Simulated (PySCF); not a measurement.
## How methods differ on the excitation energy of Mg⁺

Mg⁺ [Ne] 3s1 (2S) → Mg⁺ [Ne] 3p1 (2P), as a difference of total energies. All numbers are calculated (PySCF 2.14, no relativity, point nucleus, in aug-cc-pCVDZ). Correlated levels: valence and next inner shell: 1s2 frozen; nothing frozen. The calculations carry no spin-orbit coupling.

```csv
method,excitation energy (cm⁻¹)
UHF,34568
LDA,33775
PBE,32540
PBE0,33071
r2SCAN,32541
LC-wPBE,34218
BP86,32159
BHandHLYP,34562
B3LYP,33691
MP2 (valence and next inner shell),34879
SCS-MP2 (valence and next inner shell),34779
MP2 (all electrons),34868
SCS-MP2 (all electrons),34772
```

Errors of the correlated levels include the incompleteness of this basis and the frozen core.

For comparison: 35730 cm⁻¹ (measured; NIST levels, between the centres of gravity of the two terms).
